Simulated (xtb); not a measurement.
xtb input:

```bash
xtb mol.xyz --gfn 2 --sp --chrg 1 --uhf 0
```
mol.xyz:
```
4

Si    -0.24479723    -0.16964960     0.01504643
F     -1.51013434    -1.04655468     0.09282020
Cl    -0.47769741     1.75848922    -0.03021888
Cl     1.47877801    -1.06471942    -0.03131240
```

Problem. Predict the final energy.

Solution. -15.21904 Eh (GFN2-xTB).
